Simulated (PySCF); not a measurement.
C4H6ClF, SMILES C(C)/C(=C\F)Cl.

Coordinates come from a r2SCAN-D4/def2-SVP optimisation. The structure was generated by enumeration; whether it is a known compound was not checked. One conformer was computed; it need not be the lowest.

Computed with r2SCAN-D4/def2-SVP (PySCF).

Frequencies are harmonic and unscaled.

```
mode  ν (cm⁻¹)  IR (km/mol)  moving atoms (share of kinetic energy)
----  --------  -----------  --------------------------------------
1           74          0.0                  C 44 %, H 35 %, F 14 %
2          208          0.9                  H 58 %, C 21 %, F 16 %
3          213          0.4                 C 44 %, H 30 %, Cl 21 %
4          256          4.8         C 35 %, H 32 %, F 20 %, Cl 12 %
5          293          3.5                  C 50 %, F 24 %, H 20 %
6          357          1.9         C 45 %, H 34 %, F 11 %, Cl 10 %
7          467          3.5                 Cl 44 %, F 33 %, C 17 %
8          562          7.6                          C 74 %, H 22 %
9          722          7.1                          C 54 %, H 36 %
10         801         10.2                          H 66 %, C 34 %
11         826         16.6                          H 70 %, C 29 %
12         939         43.5                          C 49 %, H 46 %
13        1052         18.7                          C 59 %, H 38 %
14        1083          7.3                          C 51 %, H 48 %
15        1123         68.9                          C 54 %, H 41 %
16        1176         86.1                  C 50 %, F 27 %, H 23 %
17        1280         12.3                          H 85 %, C 15 %
18        1304          3.4                          H 81 %, C 18 %
19        1362          2.7                          H 57 %, C 43 %
20        1383          3.1                          H 79 %, C 21 %
21        1442          4.7                                  H 92 %
22        1466          7.9                                  H 97 %
23        1479          7.2                                  H 94 %
24        1732         18.4                                  C 95 %
25        3035         13.4                                  H 94 %
26        3042         25.0                                  H 97 %
27        3107          1.9                           H 91 %, C 9 %
28        3143         17.6                          H 90 %, C 10 %
29        3147         13.4                           H 91 %, C 9 %
30        3221          2.8                           H 91 %, C 9 %
```
